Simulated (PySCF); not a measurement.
**Calculated NMR parameters of COc1nnc(C)o1**

```yaml
Formula: C4H6N2O2
SMILES: COc1nnc(C)o1
InChI: InChI=1S/C4H6N2O2/c1-3-5-6-4(7-2)8-3/h1-2H3
Point_group_of_the_computed_structure: Cs
Degrees_of_unsaturation: 3
Carbon_signals: 4
Proton_signals: 2
```

Mapped SMILES: `[CH3:1][O:2][c:3]1[n:4][n:5][c:6]([CH3:7])[o:8]1`; H(Xn) means a hydrogen on atom n.

Method: GFN2-xTB structure, PBE0/pcSseg-1 with gauge-including orbitals, in PySCF 2.14.0 with density-fitted response routines (single conformer, in vacuum, non-relativistic Hamiltonian, rapidly exchanging positions averaged).

Shifts are taken against calculated references (same method and geometry level): ¹H (σ = 31.72 ppm), ¹³C (σ = 186.93 ppm) vs TMS; ¹⁵N (σ = 267.73 ppm) against NH3; H2O for ¹⁷O (σ = 336.08 ppm).

```tsv
carbon	δC, type	δH (multiplicity)	HMBC from (2–3 bonds)	span of the C tensor (ppm)
C1	59.6, CH3	4.28 (s)	–	79
C3	175.6, C	–	H(C1)	116
C6	164.3, C	–	H(C7)	142
C7	14.0, CH3	2.52 (s)	–	28
```

Other nuclei:
```json
{"atoms": "N5", "nucleus": "¹⁵N", "environment": "pyridine-type nitrogen of an azole", "δ (ppm)": "340.7", "σ (ppm)": "-72.9"}
{"atoms": "N4", "nucleus": "¹⁵N", "environment": "pyridine-type nitrogen of an azole", "δ (ppm)": "284.2", "σ (ppm)": "-16.4"}
{"atoms": "O8", "nucleus": "¹⁷O", "environment": "aromatic ring oxygen", "δ (ppm)": "301.5", "σ (ppm)": "34.6"}
{"atoms": "O2", "nucleus": "¹⁷O", "environment": "ether oxygen", "δ (ppm)": "98.5", "σ (ppm)": "237.6"}
```

1. Carbon types of the structure: 2 × C, 2 × CH3, which accounts for all hydrogens.
2. δC 175.6: aromatic carbon bearing oxygen; an ipso carbon deshielded by its heteroatom.
3. δC 164.3: substituted aromatic carbon next to the ring oxygen.
4. δC 59.6: methyl carbon bonded to O; pulled downfield by the heteroatom.
5. δH 4.28: hydrogen on a methyl carbon bonded to O; its carbon carries O, an electronegative neighbour.
6. δH 2.52: hydrogen on a methyl carbon on an aromatic ring; benzylic-type position, deshielded by the ring.

Shifts are as computed. Against solution values, carbons near 30 ppm lie about +3 ppm off and those near 130 ppm about +5 ppm. Of 1211 compounds with measured shifts, 218 miss one by over three times the rms of a fit or turn the order of signals round; such compounds aren't used in these exercises. Unscaled 17O shifts of doubly bonded oxygen tend to come out too high, by tens of ppm or more. Experimental scales use liquid or dissolved standards, which lie at an offset from isolated NH3 (liquid NH3: subtract about 20 ppm) and H2O (liquid H2O: subtract about 36 ppm). Unscaled 15N shifts of sp2 nitrogen come out 20 to 40 ppm too high even then. No couplings were computed; multiplicities are counted from neighbouring protons, with m where these are inequivalent, close in shift, in a saturated or five-membered ring or joined by F or P, and br s for small geminal =CH2 splittings.
